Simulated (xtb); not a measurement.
H3BN (SMILES B[NH]), doublet, from a rough starting geometry; GFN2-xTB (xtb).

Input for xtb:
```
$ xtb mol.xyz --gfn 2 --uhf 1 --opt vtight --json

# file mol.xyz
5

B     -0.44741261     0.01572050    -0.01627783
N      0.77770915    -0.33851994    -0.00613939
H     -1.33785419    -0.77609369    -0.01811855
H     -0.74384590     1.17092014     0.10747960
H      1.74212149    -0.02730633    -0.00798028
```

Q: Predict the main parts of the log of this xtb run.

A: 
```
   ID    Z sym.   atoms
    1    5 B      1
    2    7 N      2
    3    1 H      3-5

           -------------------------------------------------
          |                Calculation Setup                |
           -------------------------------------------------

           -------------------------------------------------
          |                 G F N 2 - x T B                 |
           -------------------------------------------------

          ...................................................
          :                      SETUP                      :
          :.................................................:
          :  # basis functions                  11          :
          :  # atomic orbitals                  11          :
          :  # shells                            7          :
          :  # electrons                        11          :
          :  max. iterations                   250          :
          :  Hamiltonian                  GFN2-xTB          :
          :  restarted?                      false          :
          :  GBSA solvation                  false          :
          :  PC potential                    false          :
          :  electronic temp.          300.0000000     K    :
          :  accuracy                    1.0000000          :
          :  -> integral cutoff          0.2500000E+02      :
          :  -> integral neglect         0.1000000E-07      :
          :  -> SCF convergence          0.1000000E-05 Eh   :
          :  -> wf. convergence          0.1000000E-03 e    :
          :  Broyden damping             0.4000000          :
          :  net charge                          0          :
          :  unpaired electrons                  1          :
          ...................................................

 iter      E             dE          RMSdq      gap      omega  full diag
   1     -5.6389640 -0.563896E+01  0.108E+01    5.67       0.0  T
   2     -5.6962892 -0.573252E-01  0.636E+00    5.44       1.0  T
   3     -5.6830000  0.132893E-01  0.278E+00    4.88       1.0  T
   4     -5.6953190 -0.123190E-01  0.171E+00    5.66       1.0  T
   5     -5.7076545 -0.123355E-01  0.434E-01    5.52       1.0  T
   6     -5.7077285 -0.740227E-04  0.229E-01    5.43       1.0  T
   7     -5.7078917 -0.163195E-03  0.765E-02    5.49       1.0  T
   8     -5.7079243 -0.326024E-04  0.248E-02    5.46       1.8  T
   9     -5.7079277 -0.337804E-05  0.327E-03    5.47      13.7  T
[...]
         :: total energy              -5.617832994280 Eh    ::
 * total energy  :    -5.6178330 Eh     change       -0.7860379E-12 Eh
 * total energy  :    -5.6163989 Eh     change        0.1434070E-02 Eh
 * total energy  :    -5.6191980 Eh     change       -0.2799072E-02 Eh
 * total energy  :    -5.6198142 Eh     change       -0.6162041E-03 Eh
 * total energy  :    -5.6198845 Eh     change       -0.7028359E-04 Eh
 * total energy  :    -5.6199007 Eh     change       -0.1620952E-04 Eh
 * total energy  :    -5.6199257 Eh     change       -0.2503226E-04 Eh
 * total energy  :    -5.6199661 Eh     change       -0.4042164E-04 Eh
 * total energy  :    -5.6199718 Eh     change       -0.5684749E-05 Eh
 * total energy  :    -5.6199720 Eh     change       -0.2049237E-06 Eh
 * total energy  :    -5.6199721 Eh     change       -0.3845957E-07 Eh
   *** GEOMETRY OPTIMIZATION CONVERGED AFTER 11 ITERATIONS ***
         :: total energy              -5.619972075218 Eh    ::
[...]
        11                          0.7060507              19.2126
      -------------------------------------------------------------
                  HL-Gap            0.1921656 Eh            5.2291 eV
             Fermi-level           -0.3146339 Eh           -8.5616 eV

     #   Z          covCN         q      C6AA      α(0)
     1   5 B        2.709     0.200    18.420     7.197
     2   7 N        1.702    -0.317    28.945     7.954
     3   1 H        0.936    -0.028     3.591     2.963
     4   1 H        0.932    -0.013     3.299     2.840
     5   1 H        0.861     0.159     1.339     1.813

 Mol. C6AA /au·bohr⁶  :        210.493998
 Mol. C8AA /au·bohr⁸  :       4778.078398
 Mol. α(0) /au        :         22.766610

Wiberg/Mayer (AO) data.
largest (>0.10) Wiberg bond orders for each atom

 ---------------------------------------------------------------------------
     #   Z sym  total        # sym  WBO       # sym  WBO       # sym  WBO
 ---------------------------------------------------------------------------
     1   5 B    3.531 --     2 N    1.894     3 H    0.841     4 H    0.785
     2   7 N    3.096 --     1 B    1.894     5 H    0.957     4 H    0.143
                             3 H    0.102
     3   1 H    0.982 --     1 B    0.841     2 N    0.102
     4   1 H    0.963 --     1 B    0.785     2 N    0.143
     5   1 H    0.975 --     2 N    0.957
 ---------------------------------------------------------------------------

Topologies differ in total number of bonds
Writing topology from bond orders to xtbtopo.mol

molecular dipole:
                 x           y           z       tot (Debye)
 q only:       -0.030       0.180       0.012
   full:        0.022       0.291       0.019       0.744
molecular quadrupole (traceless):
                xx          xy          yy          xz          yz          zz
 q only:        1.112       0.190      -0.723      -0.005      -0.019      -0.389
  q+dip:        2.736       0.328      -0.758      -0.030       0.087      -1.978
   full:        1.738       0.382      -1.057      -0.001      -0.020      -0.681

optimized geometry written to: xtbopt.xyz

           -------------------------------------------------
          | TOTAL ENERGY               -5.619972075218 Eh   |
          | GRADIENT NORM               0.000032620413 Eh/α |
          | HOMO-LUMO GAP               5.229093037970 eV   |
           -------------------------------------------------

normal termination of xtb
```
